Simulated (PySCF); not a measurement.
SMILES [NH2][Ge]([Cl])([Cl])[Cl] (PBE0/def2-SVP optimised geometry):

```
7

N     -0.844     0.567     0.000
Ge    -0.282    -1.141     0.000
Cl    -1.036    -2.093     1.755
Cl     1.851    -1.141     0.000
Cl    -0.915    -2.325    -1.680
H     -1.851     0.688     0.075
H     -0.470     1.141    -0.751
```

Method: PBE0/def2-TZVP run with PySCF.

### Question
What are the frontier orbital energies and the dipole moment?

### Answer
HOMO-2 -9.50 eV, HOMO-1 -9.24 eV, HOMO -8.57 eV, LUMO -1.43 eV, LUMO+1 0.50 eV; dipole moment 2.48 D.

Meta-Löwdin charges at PBE0/def2-TZVP: N1 -0.69, Ge2 1.01, Cl3 -0.27, Cl4 -0.27, Cl5 -0.29, H6 0.25, H7 0.25.
